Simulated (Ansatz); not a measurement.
Start from `BC[SiH](O)F` and change one atom or group to get `O[SiH](F)[TeH]`.

Ansatz, PBE0-D4/def2-TZVP geometries, multiplicity 1. Each molecule was computed in one conformer, which needn't be the lowest.

Elements past krypton have def2 core potentials.

```json
{"property": "HOMO energy (B3LYP/def2-TZVPP) / eV", "`BC[SiH](O)F`": "-8.78"}
{"property": "zero-point energy (PBE0-D4/def2-TZVP) / kJ/mol", "`BC[SiH](O)F`": "194.3"}
{"property": "LUMO energy (PBE/def2-TZVPP) / eV", "`BC[SiH](O)F`": "-2.47"}
{"property": "HOMO energy (PBE/def2-TZVPP) / eV", "`BC[SiH](O)F`": "-7.63"}
{"property": "HOMO–LUMO gap (PBE0/def2-TZVPP) / eV", "`BC[SiH](O)F`": "7.50"}
{"property": "ideal-gas entropy at 298 K and 1 bar (rigid rotor, harmonic PBE0-D4/def2-TZVP) / J/(mol·K)", "`BC[SiH](O)F`": "350"}
```

(1) What does the change do to each property? (Best estimate.)

Answers

(1) The calculation gave: 
```
                                                                                  property  `O[SiH](F)[TeH]`   shift
                                                       HOMO energy (B3LYP/def2-TZVPP) / eV             -6.61    2.17
                                            zero-point energy (PBE0-D4/def2-TZVP) / kJ/mol              87.9  -106.4
                                                         LUMO energy (PBE/def2-TZVPP) / eV             -1.65    0.82
                                                         HOMO energy (PBE/def2-TZVPP) / eV             -5.78    1.85
                                                      HOMO–LUMO gap (PBE0/def2-TZVPP) / eV              5.99   -1.51
ideal-gas entropy at 298 K and 1 bar (rigid rotor, harmonic PBE0-D4/def2-TZVP) / J/(mol·K)               345      -5
```

With PBE0 the HOMO rises by 2.17 eV and the LUMO rises by 0.65 eV, so the gap narrows by about 1.52 eV. PBE moves the HOMO by 1.85 eV and ωB97M-V by 2.33 eV. The zero-point energy changes by -106.4 kJ/mol with -12 modes. Modes under 60 cm⁻¹, often nearly free rotors, make the harmonic entropy too high.

B3LYP here is the variant with VWN-RPA as its local correlation; programs differ in this.

Spin–orbit coupling is left out; it splits and shifts lone-pair levels of the heavy atoms by tenths of an eV.
